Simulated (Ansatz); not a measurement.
The molecule ZrH, multiplicity 4 (an upper state: multiplicity 2 came lower at CCSD(T)/def2-TZVPP on PBE0 minima). No spin–orbit coupling.

Seven points along R, fitted to fifth degree in 1/R; most abundant isotopes. In def2 and cc sets the state is the lowest found near the PBE0 minimum, followed along R.

Programs: Ansatz (an electronic-structure program). Each number belongs to the level named beside it. In def2 rows elements past Kr take small-core potentials, without spin–orbit coupling.

```csv
level,r_e (Å),ω_e (cm⁻¹),α_e (cm⁻¹),ω_e x_e (cm⁻¹),dipole (D)
PBE/def2-TZVPP,1.860,1579,0.11,23,2.45
PBE0/def2-TZVPP,1.859,1601,0.11,21,2.62
wB97X-V/def2-TZVPP,1.874,1590,0.10,20,2.56
CCSD/def2-TZVPP,1.876,1569,0.098,19,-
CCSD(T)/def2-TZVPP,1.874,1567,0.10,19,-
```

Correlated levels freeze the inner cores; with def2 sets outer-core shells near the valence are correlated too.
